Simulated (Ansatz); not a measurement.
Start from `CC[N](C)[SnH]([F])[Cl]` and change one atom or group to get `CC[N](C)[Al]([Cl])[Cl]`.

Ansatz, PBE0-D4/def2-TZVP geometries, multiplicity 1. Each molecule was computed in one conformer, which needn't be the lowest.

Elements past krypton have def2 core potentials.

```csv
property,`CC[N](C)[SnH]([F])[Cl]`
LUMO energy (PBE/def2-TZVPP) / eV,-2.10
HOMO–LUMO gap (PBE/def2-TZVPP) / eV,3.41
HOMO energy (PBE0/def2-TZVPP) / eV,-6.82
size of the dipole moment (B3LYP/def2-TZVPP) / D,3.53
HOMO energy (PBE/def2-TZVPP) / eV,-5.51
size of the dipole moment (PBE/def2-TZVPP) / D,3.46
```

**Question.** What does the change do to each property? (Best estimate.)

**Answer.** Ansatz gave: 
```csv
property,`CC[N](C)[Al]([Cl])[Cl]`,shift
LUMO energy (PBE/def2-TZVPP) / eV,-1.35,0.75
HOMO–LUMO gap (PBE/def2-TZVPP) / eV,4.21,0.80
HOMO energy (PBE0/def2-TZVPP) / eV,-6.82,0.00
size of the dipole moment (B3LYP/def2-TZVPP) / D,2.34,-1.19
HOMO energy (PBE/def2-TZVPP) / eV,-5.56,-0.05
size of the dipole moment (PBE/def2-TZVPP) / D,2.35,-1.11
```

Dipoles are sizes alone; their direction can turn.

B3LYP here is the variant with VWN-RPA as its local correlation; programs differ in this.
